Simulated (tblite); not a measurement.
Compound: C₂H₈FN₃Si.
Cartesian coordinates in Å at the GFN2-xTB level; atoms count from 1:
```xyz
15
C2H8FN3Si angstrom
N      2.4104   -0.1387    1.3701
C      1.9354   -1.1690    0.8421
C      0.5846   -1.3279    0.1891
N     -0.2493   -0.1699    0.3965
Si    -1.3291    0.4752   -0.7633
N     -1.6884    2.0573   -0.2193
F     -0.4988    0.3774   -2.1502
H      1.7883    0.6704    1.3200
H      2.5544   -2.0620    0.8476
H      0.7420   -1.4566   -0.8851
H      0.1179   -2.2509    0.5660
H     -0.4677   -0.0296    1.3710
H     -2.5724   -0.2177   -1.0566
H     -2.3885    2.5886   -0.7063
H     -0.9432    2.6613    0.0868
```

Level: GFN2-xTB in tblite, geometry and Hessian alike; calculated harmonic values, unscaled, isolated species. Errors from tens to a few hundred cm⁻¹ against measured bands are possible. Modes of hydrogen on silicon can be 10 to 20 % off. One conformer, not necessarily the lowest.

Harmonic wavenumbers (cm⁻¹): 40.3, 52.6, 119.3, 169.1, 170.3, 203.7, 242.2, 278.5, 327.0, 478.6, 493.4, 600.1, 649.8, 659.3, 691.5, 752.8, 812.0, 878.2, 938.8, 959.2, 967.2, 1086.9, 1141.5, 1154.4, 1193.4, 1296.6, 1340.9, 1371.3, 1438.6, 1520.0, 1748.6, 2330.5, 2848.0, 2967.5, 3003.8, 3285.1, 3458.2, 3488.3, 3533.8.

A = 3976, B = 1163, C = 1046 MHz; mass 121.047 u (most abundant isotopes); point group C1, symmetry number 1.

Problem. Zero-point energy?

Solution. ½Σν̃ = 24346 cm⁻¹ = 69.61 kcal/mol.

Problem. Give the ideal-gas entropy at 200 K and 1 bar in the rigid-rotor, harmonic-oscillator model (classical rotation).

Solution. Translation 38.33, rotation 27.40, vibration 19.45: S = 85.2 cal/(mol K).

Problem. And Cp and H(200 K) − H(0)?

Solution. Cp = 27.53 cal/(mol K), of which vibrations give 19.58 (their classical limit is 39 R = 77.5); H(200 K) − H(0) = 3.65 kcal/mol without the zero-point energy, 2.06 from vibrations.

Problem. Which modes carry the vibrational entropy at 200 K?

Solution. 40.3 cm⁻¹: 4.45; 52.6 cm⁻¹: 3.93; 119.3 cm⁻¹: 2.35; 169.1 cm⁻¹: 1.72; 170.3 cm⁻¹: 1.70; 203.7 cm⁻¹: 1.40 cal/(mol K); the other 33 give 3.90 together.

Problem. How do the functions run with temperature in this model?

Solution. 
```csv
T (K),S (cal/(mol K)),Cp (cal/(mol K)),H − H(0) (kcal/mol),G − H(0) (kcal/mol),ln q(vib)
150,77.9,23.3,2.38,-9.30,3.29
250,91.8,31.7,5.13,-17.81,5.88
298.15,97.7,35.6,6.75,-22.37,7.09
400,109.2,43.0,10.77,-32.92,9.57
600,128.8,53.7,20.51,-56.78,14.15
900,152.6,63.6,38.22,-99.14,20.34
```

q(vib) and H(0) count from the zero-point level.

Problem. What must be added to the electronic energy to get the Gibbs energy at 200 K and 1 bar?

Solution. ZPE + [H(200 K) − H(0)] − T·S = 69.61 + 3.65 − 17.04 = 56.22 kcal/mol.

Problem. Blend soft modes into free rotors: weight 1/[1 + (100 cm⁻¹/ν̃)⁴] for the oscillator and the rest for a rotor with moment μB/(μ + B), μ = h/(8π²ν), B = 10⁻⁴⁴ kg m². What vibrational entropy results?

Solution. 17.69 cal/(mol K) in place of 19.45, which changes −T·S at 200 K by +0.35 kcal/mol.

Hindered rotation and anharmonicity are outside this model. Other conformers, if any are populated, would add a mixing term that is left out. The structure is chiral; the term R ln 2 for an equal mix with its mirror image is left out.
